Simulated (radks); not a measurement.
Species: the neodymium ion Nd5+. Configuration: [Kr] 4d10 4f2 5s2 5p5.

Calculated with a radial shooting solver on a logarithmic mesh with Libxc functionals: scalar-relativistic Kohn-Sham, r2SCAN, spin-unpolarised, spherical densities, finite nucleus; meta-GGA in the generalised Kohn-Sham scheme; Fermi nuclear charge, rms radius 4.9123 fm.

Energy parts (Ry):
| part | energy |
|---|---|
| total | -19238.2001 |
| kinetic | 20476.0010 |
| electron-nucleus | -46451.9696 |
| Hartree | 7178.3472 |
| exchange-correlation | -440.5787 |

Orbitals (lengths in bohr, moments of r in powers of bohr):
[
 {"orbital": "1s", "occ.": "2", "eigenvalue (Ry)": "-3199.763", "<r>": "0.02363", "<r^2>": "0.0007602"},
 {"orbital": "2s", "occ.": "2", "eigenvalue (Ry)": "-523.2497", "<r>": "0.1010", "<r^2>": "0.01203"},
 {"orbital": "2p", "occ.": "6", "eigenvalue (Ry)": "-468.0351", "<r>": "0.08881", "<r^2>": "0.009630"},
 {"orbital": "3s", "occ.": "2", "eigenvalue (Ry)": "-118.1336", "<r>": "0.2659", "<r^2>": "0.08077"},
 {"orbital": "3p", "occ.": "6", "eigenvalue (Ry)": "-100.6249", "<r>": "0.2642", "<r^2>": "0.08090"},
 {"orbital": "3d", "occ.": "10", "eigenvalue (Ry)": "-76.34365", "<r>": "0.2418", "<r^2>": "0.06881"},
 {"orbital": "4s", "occ.": "2", "eigenvalue (Ry)": "-27.72830", "<r>": "0.6049", "<r^2>": "0.4124"},
 {"orbital": "4p", "occ.": "6", "eigenvalue (Ry)": "-21.92841", "<r>": "0.6389", "<r^2>": "0.4635"},
 {"orbital": "4d", "occ.": "10", "eigenvalue (Ry)": "-13.64205", "<r>": "0.6969", "<r^2>": "0.5619"},
 {"orbital": "4f", "occ.": "2", "eigenvalue (Ry)": "-4.75331", "<r>": "0.8812", "<r^2>": "0.9590"},
 {"orbital": "5s", "occ.": "2", "eigenvalue (Ry)": "-7.23386", "<r>": "1.385", "<r^2>": "2.140"},
 {"orbital": "5p", "occ.": "5", "eigenvalue (Ry)": "-5.64755", "<r>": "1.541", "<r^2>": "2.656"}
]

The highest occupied level is 4f at -64.672 eV. The density falls to 0.001 e/bohr^3 at r = 3.09 bohr.
